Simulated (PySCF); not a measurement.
## `InChI=1S/C3H8N2OSi/c1-5-7(2)3(4)6/h7H,1H2,2H3,(H2,4,6)/t7-/m0/s1`

Molfile (atoms numbered from 1):
```
C3H8N2OSi
     RDKit          3D

 15 14  0  0  0  0  0  0  0  0999 V2000
    2.4612    0.6377   -0.0456 C   0  0  0  0  0  0  0  0  0  0  0  0
    1.2736    0.3341    0.2011 N   0  0  0  0  0  0  0  0  0  0  0  0
    0.0160   -0.5102   -0.6212 Si  0  0  1  0  0  4  0  0  0  0  0  0
   -0.4775   -1.8993    0.5765 C   0  0  0  0  0  0  0  0  0  0  0  0
   -1.3841    0.8107   -0.6470 C   0  0  0  0  0  0  0  0  0  0  0  0
   -1.3927    1.6988    0.3677 N   0  0  0  0  0  0  0  0  0  0  0  0
   -2.2423    0.8063   -1.5089 O   0  0  0  0  0  0  0  0  0  0  0  0
    3.0033    0.3507   -0.9488 H   0  0  0  0  0  0  0  0  0  0  0  0
    3.0205    1.2267    0.6777 H   0  0  0  0  0  0  0  0  0  0  0  0
    0.2143   -1.0099   -1.9845 H   0  0  0  0  0  0  0  0  0  0  0  0
   -1.4471   -2.3058    0.3084 H   0  0  0  0  0  0  0  0  0  0  0  0
   -0.5374   -1.5383    1.5991 H   0  0  0  0  0  0  0  0  0  0  0  0
    0.2422   -2.7113    0.5538 H   0  0  0  0  0  0  0  0  0  0  0  0
   -2.1103    2.4072    0.4128 H   0  0  0  0  0  0  0  0  0  0  0  0
   -0.6440    1.7106    1.0371 H   0  0  0  0  0  0  0  0  0  0  0  0
  1  2  2  0
  2  3  1  0
  3  4  1  0
  3  5  1  0
  5  6  1  0
  5  7  2  0
  1  8  1  0
  1  9  1  0
  3 10  1  6
  4 11  1  0
  4 12  1  0
  4 13  1  0
  6 14  1  0
  6 15  1  0
M  END
```

The calculation used PySCF, GIAO HF/pcSseg-1 magnetisability, rotational g tensor and spin-rotation constants, non-relativistic, gas phase. Geometry: GFN2-xTB.

Give the nuclear spin-rotation constants along the inertial axes (H = +C I·J) beside the isotropic shieldings.

Rotational constants 2.8415, 1.6006, 1.2731 GHz. A star marks the isotopologue with that one atom substituted, in its own axes.
| atom | isotope | Caa (kHz) | Cbb (kHz) | Ccc (kHz) | mean (kHz) | σ (ppm) |
| --- | --- | --- | --- | --- | --- | --- |
| N2 | 14N | 0.702 | 0.283 | 0.259 | 0.415 | -149.4 |
| N6 | 14N | 0.347 | 0.083 | 0.068 | 0.166 | 153.3 |
| H8 | 1H | -0.189 | -0.147 | 0.086 | -0.083 | 24.0 |
| H9 | 1H | -0.126 | -0.013 | -0.042 | -0.060 | 23.8 |
| H10 | 1H | -0.277 | -0.127 | 0.045 | -0.120 | 27.6 |
| H11 | 1H | -0.137 | -0.089 | -0.152 | -0.126 | 31.8 |
| H12 | 1H | -0.346 | -0.162 | 0.007 | -0.167 | 31.5 |
| H13 | 1H | -0.116 | -0.107 | -0.150 | -0.124 | 31.9 |
| H14 | 1H | 0.060 | -0.131 | -0.129 | -0.067 | 26.8 |
| H15 | 1H | 0.037 | -0.168 | -0.068 | -0.067 | 25.9 |
| C1 | 13C* | 0.898 | 0.476 | 0.583 | 0.652 | 23.1 |
| Si3 | 29Si* | -1.554 | -0.926 | -0.652 | -1.044 | 421.7 |
| C4 | 13C* | 0.274 | 0.174 | 0.129 | 0.192 | 194.3 |
| C5 | 13C* | 1.248 | 0.551 | 0.526 | 0.775 | -1.5 |
| O7 | 17O* | -1.629 | -0.433 | -0.613 | -0.892 | -143.5 |

For the geometry as given, no vibrational averaging.

How do the rotational constants and the g tensor change when H8, H9, H10, H11, H12, H13, H14, H15 are replaced by deuterium?

Constants 2.3149, 1.4310, 1.1240 GHz; g -0.0316, -0.0179, -0.0137, against -0.0382, -0.0198, -0.0155 before.
